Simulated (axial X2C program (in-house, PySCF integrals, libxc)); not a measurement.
## Excited states of InSe⁻ by EOM-EE-CCSD

Computed with an in-house all-electron X2C program for linear molecules (integrals from PySCF): two-component X2C with atomic mean-field Coulomb and Gaunt terms, Gaussian nuclei, basis In dyall-acv3z, Se dyall-acv3z with contracted cores.

R = 2.448 Å (near the PBE0 minimum at charge -1 of the determinant lowest at the starting distance; the state shown can have its own minimum elsewhere).

Hartree–Fock spinors of InSe⁻ (one of each Kramers pair; a window near the gap, which can cut inner shells):

```tsv
ω	occupied	ε (eV)	character
3/2	yes	-22.26	100% In d
1/2	yes	-17.11	72% Se s, 9% In p, 9% In d
1/2	yes	-6.90	45% In s, 44% Se p, 4% Se s
1/2	yes	-3.35	76% Se p, 11% In p, 6% In d
3/2	yes	-3.06	77% Se p, 12% In p, 6% In d
1/2	yes	-2.67	36% Se p, 36% In p, 21% In s
1/2	no	2.74	88% In p, 10% In s
1/2	no	2.76	98% In p
3/2	no	2.76	98% In p
1/2	no	3.58	77% In s, 11% In p, 8% Se p
1/2	no	4.82	54% In p, 36% In d, 5% Se p
3/2	no	4.87	51% In p, 39% In d, 4% Se p
```

Vertical excitation energies from the closed-shell determinant state of InSe⁻:

| Ω | excitation (eV) | cm⁻¹ | hole of the leading pair | particle of the leading pair | weight of the pair (for Ω = 0 its time-reversed partner can hold as much again) | singles weight |
| --- | --- | --- | --- | --- | --- | --- |
| 0⁻ | 2.138 | 17240 | 36% In pσ, 29% Se pσ, 27% In sσ | 69% In pπ, 13% In dπ, 8% Se dπ | 0.47 | 0.95 |
| 0⁺ | 2.146 | 17309 | 36% In pσ, 29% Se pσ, 28% In sσ | 69% In pπ, 14% In dπ, 8% Se dπ | 0.47 | 0.95 |
| 1 | 2.196 | 17714 | 36% In pσ, 30% Se pσ, 26% In sσ | 69% In pπ, 13% In dπ, 8% Se dπ | 0.55 | 0.95 |
| 2 | 2.266 | 18277 | 36% In pσ, 29% Se pσ, 27% In sσ | 68% In pπ, 15% In dπ, 8% Se pπ | 0.94 | 0.95 |
| 1 | 2.581 | 20816 | 77% Se pπ, 12% In pπ, 6% In dπ | 71% In pπ, 11% Se pπ, 9% Se dπ | 0.71 | 0.92 |
| 0⁻ | 2.633 | 21238 | 77% Se pπ, 12% In pπ, 6% In dπ | 70% In pπ, 12% Se pπ, 9% Se dπ | 0.30 | 0.92 |
| 2 | 2.745 | 22142 | 77% Se pπ, 12% In pπ, 6% In dπ | 73% In pπ, 9% Se pπ, 8% Se dπ | 0.86 | 0.91 |
| 1 | 2.748 | 22164 | 37% Se pσ, 35% In pσ, 19% In sσ | 75% In pπ, 10% In dπ, 7% Se pπ | 0.47 | 0.92 |
| 3 | 2.778 | 22404 | 77% Se pπ, 12% In pπ, 6% In dπ | 72% In pπ, 10% Se pπ, 8% Se dπ | 0.91 | 0.91 |

This point took 32 s on 1 thread of Arm Neoverse V2 (shared host).

Reference electrons by ω block (each with its −ω partner): 1/2: 27, 3/2: 12, 5/2: 3. 10 electrons of InSe⁻ correlated (inner shells frozen), 88 natural virtual spinors (a truncated set); levels can be off by some tenths of an eV. Roots sought by Ω: (0: 5, 1: 4, 2: 3, 3: 1); the list ends where they run out and leaves out roots under 60 % singles weight. The solver can skip a root, and states that need a further excitation, which the method places far too high, are missing though they may lie low or lowest. T1 of the reference 0.023 (Lee–Taylor). The highest Hartree–Fock level of the anion lies at -2.67 eV; relaxation, partly offset by correlation, puts the detachment threshold some tenths of an eV to over one eV lower in magnitude, and states above it are held by the basis set and are not bound. Number of frozen shells: In 4 s, 3 p, 2 d; Se 3 s, 2 p, 1 d.
